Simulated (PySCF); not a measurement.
A small calculation by hand: refractive index and permittivity of the vapour

C₂H₇NOSi₂, SMILES CC1=N[SiH2]O[SiH2]1.

The structure is a stationary point at B3LYP-D3(BJ)/def2-SVP. The structure was generated by enumeration, and PubChem lists no compound with its InChIKey, so it may never have been made.

PySCF with CAM-B3LYP/def2-TZVP gives a mean static polarisability of 79.4 bohr³ and a dipole moment of 1.68 D. Take an ideal gas at 298.15 K and 1 bar, whether or not the substance is that volatile.

Work out n − 1 in the optical limit and the static ε − 1.


Polarisability volume α' = 79.4 × 0.148185 = 11.77 Å³. Number density N = p/kT = 2.43e-5 Å⁻³.
Dilute limit of Lorentz–Lorenz: n − 1 = 2π N α' = 0.0018.
Orientation term of Debye: μ²/(3kT) = 8.098 Å³ × μ²(D²) = 22.86 Å³.
ε − 1 = 4π N (α' + μ²/3kT) = 0.011. Orientation of the dipole supplies 66 % of the static response; it can't follow optical fields. Vibrational polarisation and dispersion are left out.
